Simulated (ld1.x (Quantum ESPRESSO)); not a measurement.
# What one change does to a pseudopotential (zirconium (Zr), TM)

```json
{
  "Element": "Zr",
  "Generator": "ld1.x (Quantum ESPRESSO) 7.5",
  "Type": "norm-conserving Troullier–Martins (Kleinman–Bylander form)",
  "Functional": "PBE",
  "Relativity": "scalar-relativistic",
  "Frozen core": "[Ar] 3d10",
  "Valence charge": "12",
  "Reference configuration": "4s2 4p6 4d2 5s0 5p0 (charge +2)",
  "Partial waves": "4s (bound): rc 1.55 bohr; 4p (bound): rc 1.75 bohr; 4d (bound): rc 1.55 bohr",
  "Local potential": "all-electron potential smoothed inside 1.30 bohr (lloc = -1)",
  "Core correction": "Bessel-smoothed model core inside 1.45 bohr"
}
```

All-electron outer shells of the reference configuration (PBE, scalar-relativistic, ld1.x):

| shell | level (eV) | outermost node (bohr) | outermost maximum (bohr) |
| --- | --- | --- | --- |
| 3d | -189.26 | – | 0.35 |
| 4s | -68.99 | 0.55 | 1.08 |
| 4p | -46.92 | 0.56 | 1.17 |
| 4d | -17.30 | 0.58 | 1.57 |
| 5s | -16.04 | 1.45 | 2.85 |
| 5p | -11.67 | 1.66 | 3.44 |

Change: all radii but the core radius scaled by about 0.85 (s 1.32, p 1.50, d 1.32 bohr); local potential all-electron potential smoothed inside 1.10 bohr (lloc = -1).

Cutoffs: the cutoffs (Ry, on a coarse ladder) from which the occupation-weighted sum of valence levels, in a spherical-Bessel basis at the reference potential, stays within 10 and 1 mRy of its value at 400 Ry; they do not see the model core or the augmentation charge, which bear on the density cutoff. Errors are all-electron minus pseudo energies relative to the spin-unpolarised reference configuration.

Q: What does the change do?

A: The potential gets harder (55 Ry and 90 Ry → 80 Ry and 140 Ry); a bound ghost appears in s, which as a rule spoils a file; the number of tests that count goes from 7 to 4; of the 4 tests that both files solve, the error grows in 1 and shrinks in 0 by more than 15 % and 0.3 meV (median size 10.9 → 11.5 meV). A smaller radius makes the pseudo-wave follow the all-electron one further in, where it bends more sharply, so more plane waves are needed.

| quantity | base | changed |
| --- | --- | --- |
| cutoff, loose | 55 Ry | 80 Ry |
| cutoff, tight | 90 Ry | 140 Ry |
| loose cutoff by channel (10 mRy a level) | s 35 Ry, p 18 Ry, d 30 Ry | s 55 Ry, p 35 Ry, d 35 Ry |
| bound ghosts | none | s |
| tests counted (converged, no solver errors) | 7 of 7 | 4 of 7 |
| error for 4s2 4p6 4d1 5s0 5p0, meV [ΔE 22.63 eV] | +3.3 | +4.0 |
| error for 4s2 4p6 4d3 5s0 5p0, meV [ΔE -12.56 eV] | 0.0 | +0.2 |
| error for 4s2 4p6 4d0 5s0 5p0, meV [ΔE 56.84 eV] | +19 | +19 |
| error for 4s2 4p6 4d2 5s0 5p1, meV [ΔE -9.22 eV] | +52 | +45 |

Base: These tests converged, but a pseudo level misses the all-electron one widely, so the file describes the atom poorly there or has found another state: 4s2 4p6 4d0 5s0 5p0: empty 5s by 3.5 eV (a node warning on the way). Changed file: Tests not counted: 4s2 4p6 4d2 5s2 5p0 (solver errors, printed error -914 eV); 4s2 4p6 4d2 5s1 5p0 (solver errors, printed error -3.0 eV); 4s2 4p5 4d2 5s2 5p0 (solver errors, printed error -63.4 eV). A true bound ghost makes a file unfit for plane-wave use even where its test errors are small: the radial tests pick states by their node count and pass the ghost by. Where a test does run into it, the solver fails or the error is huge.
